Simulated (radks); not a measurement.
Values are calculated unless marked as measured or tabulated.
All-electron atom: Hf36+ in [Kr] (the NIST ground configuration).

Level of theory: scalar-relativistic Kohn-Sham, r2SCAN, spin-polarised, spherical densities, finite nucleus; meta-GGA in the generalised Kohn-Sham scheme; Fermi nuclear charge, rms radius 5.347 fm (a radial shooting solver on a logarithmic mesh with Libxc functionals).

Energy parts (Ry):
part                       energy
total                 -28653.7661
kinetic                31535.3346
electron-nucleus      -66298.0195
Hartree                 6605.4098
exchange-correlation    -496.4910

Orbitals (lengths in bohr, moments of r in powers of bohr; r(max) is where P^2 peaks):
| orbital | occ. | eigenvalue (Ry) | r(max) |
|---|---|---|---|
| 1s | 2 | -4916.209 | 0.01190 |
| 2s | 2 | -936.1305 | 0.06802 |
| 2p | 6 | -835.7052 | 0.05566 |
| 3s | 2 | -297.4171 | 0.1909 |
| 3p | 6 | -267.1739 | 0.1883 |
| 3d | 10 | -232.1164 | 0.1533 |
| 4s | 2 | -134.1804 | 0.4124 |
| 4p | 6 | -122.9275 | 0.4241 |
| 4d | 0 | -109.1669 | 0.4185 |
| 5s | 0 | -74.86094 | 0.7408 |

The highest occupied level is 4p at -1672.5 eV. For comparison, the ionisation energy in NIST's Atomic Spectra Database is 1669 eV (theoretical). In exact Kohn-Sham theory the highest level is minus the ionisation energy, but local and semilocal functionals leave it too shallow, through self-interaction and a potential that decays too fast; potentials with the right tail come closer. The density falls to 0.001 e/bohr^3 at r = 1.09 bohr. Summed over all electrons, <r^2> = 2.517 bohr^2, which gives a Langevin (diamagnetic) susceptibility term of -1.99 x 10^-6 cm^3/mol. The electron density at the nucleus is 1.283e+06 e/bohr^3 (large components only).
